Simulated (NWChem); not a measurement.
Everything below was run with NWChem. System: C2H2F (+1), charge 1, spin multiplicity 1, at a geometry optimised with PBE0/def2-SVP. The structure started from a generated list of species. Level: EOM-CCSD/aug-cc-pVDZ, 3 core orbitals frozen.

Part of the output:

```
             Northwest Computational Chemistry Package (NWChem) 7.3.0
             --------------------------------------------------------

                                NWChem Input Module
                                -------------------

 Scaling coordinates for geometry "geometry" by  1.889725989
 (inverse scale =  0.529177249)

 Turning off AUTOSYM since
 SYMMETRY directive was detected!

                             Geometry "geometry" -> ""
                             -------------------------

 Output coordinates in angstroms (scale by  1.889725989 to convert to a.u.)

  No.       Tag          Charge          X              Y              Z
 ---- ---------------- ---------- -------------- -------------- --------------
    1 C                    6.0000     0.00000000     0.00000000    -1.25092500
    2 C                    6.0000     0.00000000     0.00000000     0.01748500
    3 F                    9.0000     0.00000000     0.00000000     1.22378000
    4 H                    1.0000     0.95801300     0.00000000    -1.80669300
    5 H                    1.0000    -0.95801300     0.00000000    -1.80669300

 Effective nuclear repulsion energy (a.u.)      62.3434268075

            Nuclear Dipole moment (a.u.)
            ----------------------------
        X                 Y               Z
 ---------------- ---------------- ----------------
     0.0000000000     0.0000000000    -0.0000113384

      Symmetry information
      --------------------

 Group name             C2v
 Group number             16
 Group order               4
 No. of unique centers     4

      Symmetry unique atoms

     1    2    3    4


 Summary of "ao basis" -> "" (spherical)
 ------------------------------------------------------------------------------
       Tag                 Description            Shells   Functions and Types
 ---------------- ------------------------------  ------  ---------------------
 *                        aug-cc-pvdz                 on all atoms

 Summary of "ao basis" -> "ao basis" (spherical)
 ------------------------------------------------------------------------------
       Tag                 Description            Shells   Functions and Types
 ---------------- ------------------------------  ------  ---------------------
 C                        aug-cc-pvdz                9       23   4s3p2d
 F                        aug-cc-pvdz                9       23   4s3p2d
 H                        aug-cc-pvdz                5        9   3s2p

                                 NWChem SCF Module
                                 -----------------

  ao basis        = "ao basis"
  functions       =    87
  atoms           =     5
  closed shells   =    11
  open shells     =     0
  charge          =   1.00
  wavefunction    = RHF
  use symmetry    = T
  symmetry adapt  = T

 Summary of "ao basis" -> "ao basis" (spherical)
 ------------------------------------------------------------------------------
       Tag                 Description            Shells   Functions and Types
 ---------------- ------------------------------  ------  ---------------------
 C                        aug-cc-pvdz                9       23   4s3p2d
 F                        aug-cc-pvdz                9       23   4s3p2d
 H                        aug-cc-pvdz                5        9   3s2p

      Symmetry analysis of basis
      --------------------------

        a1         40
        a2          8
        b1         22
        b2         17

 Forming initial guess at       0.0s

      Superposition of Atomic Density Guess
      -------------------------------------

 Sum of atomic energies:        -175.72129764

 Renormalizing density from      23.00 to     22

      Non-variational initial energy
      ------------------------------

 Total energy =    -171.885575
 1-e energy   =    -347.926084
 2-e energy   =     113.697082
 HOMO         =      -0.697552
 LUMO         =      -0.441901

      Symmetry analysis of molecular orbitals - initial
      -------------------------------------------------

  Numbering of irreducible representations:

     1 a1          2 a2          3 b1          4 b2

  Orbital symmetries:

     1 a1          2 a1          3 a1          4 a1          5 a1
[...]
   0.0000312744899   0.3909144025864   10.63733     0.7     0.7

 Iteration  24 using   24 trial vectors
   0.0000148110752   0.3909137142531   10.63731     0.7     0.7

 Iteration  25 using   25 trial vectors
   0.0000064751113   0.3909138881720   10.63731     0.7     0.7
 --------------------------------------------------------------
 Iterations converged

 Excited state root  1
 Excitation energy / hartree =        0.390913935829900
                   / eV      =       10.637313948877400

 EOM-CCSD transition moments / hartree
 --------------------------------------------
 X    0.4620760 Y    0.0000000 Z    0.0000000
 Oscillator Strength                0.0556438
 --------------------------------------------

 EOM-CCSD dipole moments / hartree & Debye
 ------------------------------------
   X        -0.0000000     -0.0000000
   Y        -0.0000000     -0.0000000
   Z         2.0592644      5.2341675
 Total       2.0592644      5.2341675
 ------------------------------------

 Singles contributions
    12b1  (alpha) ---     6a1  (alpha)       -0.1054575544
    12b1  (alpha) ---     9a1  (alpha)        0.8799261799

 Doubles contributions
    12b1  (alpha)    12b1  (beta ) ---     9a1  (alpha)    10b1  (beta )       -0.1007357309
    12b1  (alpha)    12b1  (beta ) ---    10b1  (alpha)     9a1  (beta )       -0.1007357309
    12b1  (alpha)    14b2  (beta ) ---     9a1  (alpha)    11b2  (beta )        0.1164113305
    14b2  (alpha)    12b1  (beta ) ---    11b2  (alpha)     9a1  (beta )        0.1164113305

 =========================================
 Excited-state calculation ( b2  symmetry)
 =========================================
 Dim. of EOMCC iter. space      500

 EOMCCSD SOLVER TYPE  1
  maxdiff =   0.58927238480280308

 No. of initial right vectors    1

 EOM-CCSD right-hand side iterations
 --------------------------------------------------------------
      Residuum       Omega / hartree  Omega / eV    Cpu    Wall
 --------------------------------------------------------------

 Iteration   1 using    1 trial vectors
   0.5133175067802   0.4595128146272   12.50399     0.4     0.4

 Iteration   2 using    2 trial vectors
   0.1438399650866   0.3674672299523    9.99930     0.3     0.3

 Iteration   3 using    3 trial vectors
   0.1353592851744   0.3476421094997    9.45983     0.3     0.3

 Iteration   4 using    4 trial vectors
   0.0776863249296   0.3305905671701    8.99583     0.3     0.3

 Iteration   5 using    5 trial vectors
   0.0412923079102   0.3262314467484    8.87721     0.3     0.3

 Iteration   6 using    6 trial vectors
   0.0269395534698   0.3244084348790    8.82761     0.3     0.3

 Iteration   7 using    7 trial vectors
   0.0136546383800   0.3243200137012    8.82520     0.3     0.3

 Iteration   8 using    8 trial vectors
   0.0075905429996   0.3244246465486    8.82805     0.3     0.3

 Iteration   9 using    9 trial vectors
   0.0047563126976   0.3242530401821    8.82338     0.3     0.3

 Iteration  10 using   10 trial vectors
   0.0023195384434   0.3242716415068    8.82388     0.3     0.3

 Iteration  11 using   11 trial vectors
   0.0011817591086   0.3242686470383    8.82380     0.3     0.3

 Iteration  12 using   12 trial vectors
   0.0005767192729   0.3242456898463    8.82318     0.3     0.3

 Iteration  13 using   13 trial vectors
   0.0003098804080   0.3242489151742    8.82327     0.3     0.3

 Iteration  14 using   14 trial vectors
   0.0001757013969   0.3242505377213    8.82331     0.3     0.3

 Iteration  15 using   15 trial vectors
   0.0000746503843   0.3242492116540    8.82327     0.3     0.3

 Iteration  16 using   16 trial vectors
   0.0000289514652   0.3242495503439    8.82328     0.3     0.3

 Iteration  17 using   17 trial vectors
   0.0000119399895   0.3242497268346    8.82329     0.3     0.3

 Iteration  18 using   18 trial vectors
   0.0000052153567   0.3242496521129    8.82329     0.3     0.3
 --------------------------------------------------------------
 Iterations converged
 ------------------

 Excited state root  1
 Excitation energy / hartree =        0.324249652112865
                   / eV      =        8.823285718930359
 largest EOMCCSD amplitudes: R1 and R2

 Singles contributions
    13a1  (alpha) ---    11b2  (alpha)        0.7673816778
    16a1  (alpha) ---    11b2  (alpha)       -0.1766843224
    20a1  (alpha) ---    11b2  (alpha)       -0.3991851727
    23a1  (alpha) ---    11b2  (alpha)        0.1331679724
    26a1  (alpha) ---    11b2  (alpha)        0.2481233928

 Doubles contributions

 No. of initial left vectors    1

 EOM-CCSD left-hand side iterations
 --------------------------------------------------------------
      Residuum       Omega / hartree  Omega / eV    Cpu    Wall
 --------------------------------------------------------------

 Iteration   1 using    1 trial vectors
   0.5578682522225   0.4595128146272   12.50399     0.5     0.5

 Iteration   2 using    2 trial vectors
   0.1490620320720   0.3690187398972   10.04152     0.5     0.5

 Iteration   3 using    3 trial vectors
   0.1381314204906   0.3485171223991    9.48364     0.5     0.5

 Iteration   4 using    4 trial vectors
   0.0794231726354   0.3310877705725    9.00936     0.5     0.5

 Iteration   5 using    5 trial vectors
   0.0418785475299   0.3267410477454    8.89108     0.5     0.5

 Iteration   6 using    6 trial vectors
   0.0272598777880   0.3243829061220    8.82691     0.5     0.5

 Iteration   7 using    7 trial vectors
   0.0139603947957   0.3243690628035    8.82654     0.5     0.5

 Iteration   8 using    8 trial vectors
   0.0077915022761   0.3244644965552    8.82913     0.5     0.5

 Iteration   9 using    9 trial vectors
   0.0049450014853   0.3242143055365    8.82232     0.6     0.6

 Iteration  10 using   10 trial vectors
   0.0023899387130   0.3242755659736    8.82399     0.6     0.6

 Iteration  11 using   11 trial vectors
   0.0012210687715   0.3242719061503    8.82389     0.6     0.6

 Iteration  12 using   12 trial vectors
   0.0005897163676   0.3242428955904    8.82310     0.6     0.6

 Iteration  13 using   13 trial vectors
   0.0003187471616   0.3242494639269    8.82328     0.6     0.6

 Iteration  14 using   14 trial vectors
   0.0001805500490   0.3242509750109    8.82332     0.6     0.6

 Iteration  15 using   15 trial vectors
   0.0000769793710   0.3242491688554    8.82327     0.6     0.6

 Iteration  16 using   16 trial vectors
   0.0000297255142   0.3242495576886    8.82328     0.6     0.6

 Iteration  17 using   17 trial vectors
   0.0000121382101   0.3242496922679    8.82329     0.6     0.6

 Iteration  18 using   18 trial vectors
   0.0000052167905   0.3242495784515    8.82328     0.6     0.6
 --------------------------------------------------------------
 Iterations converged

 Excited state root  1
 Excitation energy / hartree =        0.324249652112865
                   / eV      =        8.823285718930359

 EOM-CCSD transition moments / hartree
 --------------------------------------------
 X    0.0000000 Y    0.4411321 Z    0.0000000
 Oscillator Strength                0.0420655
 --------------------------------------------

 EOM-CCSD dipole moments / hartree & Debye
 ------------------------------------
   X        -0.0000000     -0.0000000
   Y        -0.0000000     -0.0000000
   Z         1.7176959      4.3659804
 Total       1.7176959      4.3659804
 ------------------------------------

 Singles contributions
    13a1  (alpha) ---    11b2  (alpha)        0.7673816778
    16a1  (alpha) ---    11b2  (alpha)       -0.1766843224
    20a1  (alpha) ---    11b2  (alpha)       -0.3991851727
    23a1  (alpha) ---    11b2  (alpha)        0.1331679724
    26a1  (alpha) ---    11b2  (alpha)        0.2481233928

 Doubles contributions

 Task  times  cpu:       80.0s     wall:       80.0s

 Total times  cpu:       80.0s     wall:       80.0s
```

**Question.** Write an NWChem input that would produce this output.

**Answer.** One answer among several that fit: 
```
start mol
memory heap 100 mb stack 700 mb global 1900 mb
charge 1
geometry units angstroms nocenter noautoz
  C      0.000000     0.000000    -1.250925
  C      0.000000     0.000000     0.017485
  F      0.000000     0.000000     1.223780
  H      0.958013     0.000000    -1.806693
  H     -0.958013     0.000000    -1.806693
  symmetry group C2v
end
basis spherical
  * library aug-cc-pvdz
end
scf
  rhf
  nopen 0
  maxiter 100
  thresh 1e-7
  semidirect memsize 60000000 filesize 0
end
tce
  freeze core 3
  ccsd
  nroots 1
  2eorb
  2emet 13
  thresh 1e-5
  maxiter 200
  tilesize 24
  dipole
end
task tce energy
```
